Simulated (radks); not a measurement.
Problem. These are the eigenvalues of the occupied orbitals of an atom or ion with whole-number occupations (eV). Calculated with a radial shooting solver on a logarithmic mesh with Libxc functionals: scalar-relativistic Kohn-Sham, BLYP, spin-unpolarised, spherical densities, finite nucleus; Fermi nuclear charge, rms radius of each element as measured or else 0.836 A^(1/3) + 0.57 fm.

orbital  eigenvalue
1s        -71643.63
2s        -12422.46
2p        -10844.13
3s        -2875.715
3p        -2410.122
3d        -1881.400
4s        -599.7123
4p        -446.9386
4d        -255.0586
5s         -85.0761
5p         -46.8490
4f         -42.0967
6s          -5.8381
5d          -5.2231

Which element is it, and in what charge state? The configuration may be excited.

Solution. Z = 75, rhenium, charge 0: Re in [Xe] 4f14 5d5 6s2. The list shows which subshells hold electrons but not how many an open one holds; the 1s level, -2632.9 hartree, gives Z - s = 72.6 by -(Z - s)^2/2, which with screening and relativity narrows Z to a few neighbours, and the depths of the outer levels then fix element, charge and occupations together.
